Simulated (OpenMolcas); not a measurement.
Mo3+ with its 6 nearest chloride ions at 2.509 Å, on the Y site of Cs2NaYCl6 (a = 10.7396 Å, distance in the model lattice 2.619 Å). The rest of the host is ab initio model potentials to 7.6 Å, with orthogonalisation functions on the cations behind the ligands, and point charges beyond; the distance is set by hand and nothing relaxes. Ligand basis ANO-RCC-VDZP.
```
Mo    0.0000    0.0000    0.0000
Cl    2.5090    0.0000    0.0000
Cl    0.0000    2.5090    0.0000
Cl   -2.5090    0.0000    0.0000
Cl    0.0000   -2.5090    0.0000
Cl    0.0000    0.0000    2.5090
Cl    0.0000    0.0000   -2.5090
```

```
Program             : OpenMolcas 26.06
Method              : CASSCF
Basis               : ANO-RCC-VTZP [7s6p4d2f1g]
Scalar Hamiltonian  : DKH2, point nucleus
Active space        : 3 electrons in 5 orbitals (4d)
State averaging     : 2S+1 = 4 even, 10 roots; 2S+1 = 2 even, 40 roots
Spin-orbit coupling : state interaction with AMFI integrals over the reference wave functions
```

(1) What is the spin-free ground state (labels of O, the rotations of Oh)?

(2) Where is the first state of the same spin?

(3) What are the lowest two levels with spin-orbit coupling?

(4) What is χT at 300 K, and how does it compare with the textbook value?

(5) Which ligand-field parameters describe the states?

## Answers

(1) 4A2, 1-fold in its orbital part; it has the highest spin that d3 allows.

(2) 4T2 at 17600 cm-1 above the ground state.

(3) A 4-fold level Γ8, then a 4-fold level Γ8 13446 cm-1 above it. Their leading multiplicities are 4 (100 %) and 2 (97 %).

(4) The lowest level has 2S+1 = 4, for which the spin-only value is χT = S(S+1) / 2 = 1.875 cm3 K/mol (g = 2). The computed 1.752 at 300 K differs by -0.123, through orbital momentum, spin-orbit coupling and any other state in reach.

(5) A least-squares ligand-field fit to the states below 45000 cm-1, each weighted by its degeneracy and with a free common offset, gives 10Dq = 17219 cm-1, B = 654 cm-1 and C = 2700 cm-1 (C/B = 4.13), with an rms deviation of 274 cm-1. The same method and metal basis give the free ion B = 813 cm-1 (fit to its terms below 60000 cm-1, rms deviation 33 cm-1), so the nephelauxetic ratio is β = 654 / 813 = 0.80; it hangs on how both fits weigh the states, and computed free-ion B values tend to be too large, so β mixes covalency with correlation.

Without dynamic correlation the repulsion within the d shell is too large (B by tens of per cent), so at a given field states of lower spin stand too high. The least metal-like active orbital is 80 % on the metal (Löwdin) and no ligand orbital is active, so the numbers are rough. With metal d orbitals alone the field can be off either way by tens of per cent. Ligand-to-metal charge-transfer states are missing. With no ligand orbital active B as a rule stays too high, so bands that hang on it stand too high and its fall with covalency is understated. No measured value stands beside these numbers; the geometry was set by hand and not optimised.
